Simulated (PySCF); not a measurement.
Ga(Et)(vinyl)(OMe) (C5H11GaO), SMILES [CH]([Ga]([O]C)[CH2]C)=C.

Geometry: B3LYP-D3(BJ)/def2-SVP. The values are those of a single conformer.

All values below come from PySCF with B3LYP-D3(BJ)/def2-SVP.

Frequencies are harmonic and unscaled.

```tsv
mode	ν (cm⁻¹)	IR (km/mol)	moving atoms (share of kinetic energy)
1	46	0.3	C 45 %, H 41 %, Ga 9 %
2	64	0.9	C 52 %, H 38 %
3	71	0.2	H 95 %
4	94	2.2	C 54 %, H 25 %, Ga 18 %
5	97	0.2	C 67 %, H 23 %, Ga 8 %
6	120	1.5	H 41 %, C 36 %, O 16 %
7	146	10.1	O 41 %, H 31 %, Ga 21 %
8	207	1.4	C 59 %, H 26 %, O 8 %
9	253	1.2	H 84 %, C 10 %
10	274	12.1	C 51 %, O 29 %, H 18 %
11	310	11.6	C 53 %, Ga 21 %, H 18 %, O 8 %
12	465	16.7	H 69 %, C 29 %
13	517	4.8	C 71 %, H 24 %
14	586	70.2	C 54 %, Ga 26 %, H 19 %
15	601	80.5	O 53 %, Ga 24 %, C 15 %, H 8 %
16	626	22.4	H 77 %, C 21 %
17	940	0.8	H 91 %, C 9 %
18	967	1.9	H 79 %, C 20 %
19	993	26.9	H 72 %, C 28 %
20	1001	8.3	H 86 %, C 14 %
21	1040	19.3	C 69 %, H 31 %
22	1057	9.4	H 93 %
23	1139	231.8	O 44 %, C 39 %, H 17 %
24	1179	0.3	H 77 %, C 19 %
25	1203	43.2	H 61 %, C 22 %, O 16 %
26	1223	7.1	H 64 %, C 35 %
27	1245	0.9	H 77 %, C 23 %
28	1262	5.5	H 72 %, C 28 %
29	1399	4.3	H 83 %, C 17 %
30	1421	9.8	H 81 %, C 19 %
31	1431	1.1	H 90 %, C 10 %
32	1468	0.2	H 96 %
33	1475	3.6	H 96 %
34	1476	14.8	H 92 %
35	1481	31.1	H 92 %
36	1481	6.0	H 97 %
37	1651	8.2	C 82 %, H 18 %
38	2956	117.9	H 97 %
39	3015	62.8	H 97 %
40	3020	58.3	H 91 %, C 9 %
41	3025	13.9	H 94 %
42	3033	52.4	H 90 %, C 10 %
43	3065	4.1	H 91 %, C 9 %
44	3084	31.8	H 91 %, C 9 %
45	3101	28.8	H 91 %, C 9 %
46	3102	23.0	H 95 %
47	3131	9.8	H 92 %, C 8 %
48	3191	12.4	H 90 %, C 10 %
```
